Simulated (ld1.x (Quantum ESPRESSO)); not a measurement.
chlorine (Cl): one change to a TM potential, before and after

* Element: chlorine (Cl)
* Generator: ld1.x (Quantum ESPRESSO) 7.5
* Type: norm-conserving Troullier–Martins (Kleinman–Bylander form)
* Functional: BP86
* Relativity: non-relativistic
* Frozen core: [Ne]
* Valence charge: 7
* Reference configuration: 3s2 3p4.75 (charge +0.25)
* Partial waves: 3s (bound): rc 1.30 bohr; 3p (bound): rc 0.95 bohr
* Local potential: all-electron potential smoothed inside 1.00 bohr (lloc = -1)
* Core correction: a·sin(br)/r model core, default radius (core density twice the valence density)

All-electron outer shells of the reference configuration (BP86, non-relativistic, ld1.x):

```json
{"shell": "3s", "level (eV)": "-23.31", "outermost node (bohr)": "0.56", "outermost maximum (bohr)": "1.29"}
{"shell": "3p", "level (eV)": "-11.25", "outermost node (bohr)": "0.53", "outermost maximum (bohr)": "1.43"}
```

Change: local potential all-electron potential smoothed inside 1.52 bohr (lloc = -1).

Cutoffs: the cutoffs (Ry, on a coarse ladder) from which the occupation-weighted sum of valence levels, in a spherical-Bessel basis at the reference potential, stays within 10 and 1 mRy of its value at 400 Ry; they do not see the model core or the augmentation charge, which bear on the density cutoff. Errors are all-electron minus pseudo energies relative to the spin-unpolarised reference configuration.

How do hardness, ghosts and transferability respond?

The potential gets neither clearly harder nor softer (140 Ry and 300 Ry → 140 Ry and 300 Ry); of the 7 tests that both files solve, the error grows in 0 and shrinks in 4 by more than 15 % and 0.3 meV (median size 4.4 → 3.5 meV); neither file shows a bound ghost. That the errors move this way runs against the usual rule that smaller radii transfer better.

```tsv
quantity	base	changed
cutoff, loose	140 Ry	140 Ry
cutoff, tight	300 Ry	300 Ry
bound ghosts	none	none
error for 3s2 3p5, meV [ΔE -2.49 eV]	+0.3	+0.2
error for 3s2 3p4, meV [ΔE 11.49 eV]	+4.4	+3.5
error for 3s2 3p3, meV [ΔE 37.03 eV]	+34	+27
error for 3s2 3p5.3, meV [ΔE -4.66 eV]	+1.3	+1.0
error for 3s2 3p1, meV [ΔE 127.79 eV]	+252	+184
error for 3s1 3p5, meV [ΔE 24.01 eV]	+11	+9.4
error for 3s1 3p6, meV [ΔE 9.48 eV]	+1.8	+1.8
```
